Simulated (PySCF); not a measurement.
Run record for `C=C/C=C(\OC)C(=C)F`: B97-D/def2-SVPD, IEF-PCM dichloromethane, grid level 1, full TDDFT, 6 singlets.

Method: TDDFT B97-D/def2-SVPD, vertical, IEF-PCM dichloromethane (non-equilibrium linear response), core orbitals frozen in the response (PySCF 2.14.0, density-fitted response routines). Geometry: GFN2-xTB. A driver script takes a list of jobs; this job's settings line and coordinates (Å) are shown.

Command:
```bash
OMP_NUM_THREADS=1 python probes_run.py task.json out
```

Input:
```
{"job": {"kind": "uv", "xc": "B97-D", "basis": "def2-SVPD", "solvent": "dichloromethane", "nstates": 6, "ntriplets": 5, "tda": false, "grid": 1}, "charge": 0, "multiplicity": 1}
C      3.154494     0.573610    -0.983411
C      1.825849     0.551458    -0.902491
C      1.099459    -0.441063    -0.157138
C     -0.242369    -0.448754    -0.022742
O     -1.036657     0.497818    -0.641848
C     -1.465048     1.544449     0.207725
C     -0.945498    -1.476856     0.736620
C     -2.258681    -1.674572     0.786106
F     -0.130943    -2.301031     1.440862
H      3.760794    -0.166052    -0.486484
H      3.678601     1.328509    -1.543270
H      1.228826     1.297542    -1.409272
H      1.671565    -1.228262     0.312547
H     -0.612749     2.135219     0.561396
H     -2.016957     1.164397     1.073346
H     -2.116663     2.174025    -0.395563
H     -2.678014    -2.470915     1.373245
H     -2.924767    -1.053203     0.218723
```

Question: Predict the output.

Answer: 
```
final grid: 68992 points
cycle   1  E = -446.4105362079  dE =  9.621e-01  |g| = 8.054e-01  |ddm| = 9.806e+00
cycle   2  E = -446.1068146085  dE =  3.037e-01  |g| = 1.459e+00  |ddm| = 4.489e+00
cycle   3  E = -446.5378871677  dE = -4.311e-01  |g| = 2.154e-01  |ddm| = 3.058e+00
cycle   4  E = -446.5492281122  dE = -1.134e-02  |g| = 6.873e-02  |ddm| = 6.658e-01
cycle   5  E = -446.5500810520  dE = -8.529e-04  |g| = 4.492e-02  |ddm| = 2.182e-01
cycle   6  E = -446.5506043883  dE = -5.233e-04  |g| = 6.862e-03  |ddm| = 8.071e-02
cycle   7  E = -446.5506103875  dE = -5.999e-06  |g| = 4.540e-03  |ddm| = 1.881e-02
cycle   8  E = -446.5506155356  dE = -5.148e-06  |g| = 6.400e-04  |ddm| = 7.485e-03
cycle   9  E = -446.5506156207  dE = -8.507e-08  |g| = 3.313e-04  |ddm| = 1.927e-03
cycle  10  E = -446.5506156464  dE = -2.566e-08  |g| = 7.056e-05  |ddm| = 6.430e-04
cycle  11  E = -446.5506156468  dE = -4.712e-10  |g| = 5.415e-05  |ddm| = 2.758e-04
cycle  12  E = -446.5506156476  dE = -7.468e-10  |g| = 1.006e-05  |ddm| = 1.115e-04
converged SCF energy = -446.5506156476

Static polarisability (au): isotropic 149.252, principal 82.871 110.422 254.464

Singlet excitations
state   eV       nm        f      main configurations
  1   4.1883    296.0   0.95949   H->L 0.97
  2   4.2774    289.9   0.00200   H-1->L 0.95
  3   4.9566    250.1   0.00083   H-2->L 0.72, H->L+1 0.25
  4   5.6681    218.7   0.00562   H->L+2 0.96
  5   5.7274    216.5   0.01213   H-3->L 0.61, H->L+1 0.21
  6   6.1931    200.2   0.00615   H->L+3 0.59, H-4->L 0.30

Triplet excitations (Tamm-Dancoff, eV): 2.5003 3.9522 4.3234 4.9229 5.2371
```

H and L stand for HOMO and LUMO; the number after each pair is its weight.

Question: Which computed singlet has the largest oscillator strength, and what do all of them sum to?

Answer: State 1 at 4.19 eV (296 nm), f = 0.959; the 6 states sum to 0.986.

Question: Give the mean polarisability as a volume in Å³, and the ratio of the largest to the smallest principal value.

Answer: 149.252 au × 0.148185 = 22.12 Å³; 254.464/82.871 = 3.07.

In short: SCF converged in 12 cycles with 258 basis and 904 fitting functions; HOMO -5.41 eV, LUMO -2.31 eV; lowest singlet 4.19 eV; lowest triplet 2.50 eV (Tamm–Dancoff); mean polarisability 149.3 au.

One conformer (not necessarily the lowest) at the GFN2-xTB geometry, without vibrations or thermal averaging.

Question: Estimate the wall time. Hardware: one thread of an Arm Neoverse N1, shared host.

Answer: About 61 s.

Shape of the structure used: `[CH2:1]=[CH:2]/[CH:3]=[C:4](\[O:5][CH3:6])[C:7](=[CH2:8])[F:9]`: C1–C2–C3–C4 177°, C3–C4–O5–C6 -100°, C3–C4–C7–C8 -171°.

The pairwise dispersion term of B97-D wasn't added to the energies; at a given geometry it leaves orbitals and properties as they are.
